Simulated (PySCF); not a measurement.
## Shifts of the heteroatoms

Molfile (atoms numbered from 1):
```
C9H14Si
     RDKit          3D

 24 23  0  0  0  0  0  0  0  0999 V2000
   -0.8131    2.8756    1.9179 C   0  0  0  0  0  0  0  0  0  0  0  0
   -0.8628    1.8053    1.1953 C   0  0  0  0  0  0  0  0  0  0  0  0
   -0.9178    0.7226    0.4628 C   0  0  0  0  0  0  0  0  0  0  0  0
    0.2741    0.0742    0.0584 C   0  0  0  0  0  0  0  0  0  0  0  0
    1.2749   -0.5011   -0.3043 C   0  0  0  0  0  0  0  0  0  0  0  0
    2.8099   -1.3675   -0.8458 Si  0  0  0  0  0  4  0  0  0  0  0  0
    4.3018   -0.4156   -0.1613 C   0  0  0  0  0  0  0  0  0  0  0  0
   -2.2279    0.1058    0.0089 C   0  0  0  0  0  0  0  0  0  0  0  0
   -2.2911    0.0970   -1.5179 C   0  0  0  0  0  0  0  0  0  0  0  0
   -2.3473   -1.3104    0.5701 C   0  0  0  0  0  0  0  0  0  0  0  0
   -0.8117    2.8360    2.9965 H   0  0  0  0  0  0  0  0  0  0  0  0
   -0.7646    3.8597    1.4771 H   0  0  0  0  0  0  0  0  0  0  0  0
    2.8417   -1.3887   -2.3157 H   0  0  0  0  0  0  0  0  0  0  0  0
    2.7854   -2.7392   -0.3170 H   0  0  0  0  0  0  0  0  0  0  0  0
    5.2362   -0.8869   -0.4536 H   0  0  0  0  0  0  0  0  0  0  0  0
    4.3176    0.6069   -0.5285 H   0  0  0  0  0  0  0  0  0  0  0  0
    4.2775   -0.3735    0.9242 H   0  0  0  0  0  0  0  0  0  0  0  0
   -3.0479    0.7188    0.3995 H   0  0  0  0  0  0  0  0  0  0  0  0
   -3.2246   -0.3500   -1.8540 H   0  0  0  0  0  0  0  0  0  0  0  0
   -2.2325    1.1114   -1.9079 H   0  0  0  0  0  0  0  0  0  0  0  0
   -1.4612   -0.4781   -1.9242 H   0  0  0  0  0  0  0  0  0  0  0  0
   -2.3294   -1.2913    1.6581 H   0  0  0  0  0  0  0  0  0  0  0  0
   -1.5185   -1.9234    0.2210 H   0  0  0  0  0  0  0  0  0  0  0  0
   -3.2803   -1.7679    0.2478 H   0  0  0  0  0  0  0  0  0  0  0  0
  1  2  2  0
  2  3  2  0
  3  4  1  0
  4  5  3  0
  5  6  1  0
  6  7  1  0
  3  8  1  0
  8  9  1  0
  8 10  1  0
  1 11  1  0
  1 12  1  0
  6 13  1  0
  6 14  1  0
  7 15  1  0
  7 16  1  0
  7 17  1  0
  8 18  1  0
  9 19  1  0
  9 20  1  0
  9 21  1  0
 10 22  1  0
 10 23  1  0
 10 24  1  0
M  END
```

Computed data (PySCF 2.14.0 with density-fitted response routines): coordinates at the GFN2-xTB level, shielding tensors at PBE0/pcSseg-1 (GIAO). One computed conformer, rapidly exchanging positions averaged, in vacuum, non-relativistic.

Task: What are the 29Si shifts?

Result: 
| atoms | environment | σ (ppm) | δ (ppm) |
| --- | --- | --- | --- |
| Si6 | silicon bonded to 2 C, 2 H | 419.4 | -64.8 |

Shieldings were converted by a linear fit to measured shifts: 29Si (scatter 8.9 ppm rms, 25.8 ppm with the 6 outliers that the fit left out vs TMS, solution or neat liquid). Occasional misses reach two or three times the rms, and more in compound classes unlike the fitted ones.

On a 300 MHz spectrometer 29Si resonates near 59.6 MHz, so 1 ppm is 59.6 Hz.
